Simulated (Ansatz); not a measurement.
The same substitution along the group F, Cl, Br.

Isolated molecules relaxed with PBE0-D4/def2-TZVP in Ansatz; ΔE leaves out vibrations. CCSD(T)/CBS adds triple-zeta CCSD(T) − MP2 to the extrapolated MP2 energy (def2 sets, frozen cores). This one scheme is used for every species. Functionals use def2-TZVPP. For Br outer-core shells are correlated without core-valence functions, which leaves a few kJ/mol of doubt a bond. Scalar relativity is left out up to krypton. One conformer a species, not always the lowest.

| reaction | CCSD(T)/CBS(def2) (kJ/mol) |
| --- | --- |
| `CCCCF` + `CC(C)N` → `CCCCNC(C)C` + H–F | ? |
| `CCCCCl` + `CC(C)N` → `CCCCNC(C)C` + HCl | 17 |
| `CCCCBr` + `CC(C)N` → `CCCCNC(C)C` + HBr | 27 |

Task: Fill in the missing values. (An estimate is asked.)

Result: Computed: `CCCCF` + `CC(C)N` → `CCCCNC(C)C` + H–F: -9.3 kJ/mol.

Largest T1 diagnostic: 0.009, for `CCCCF`.
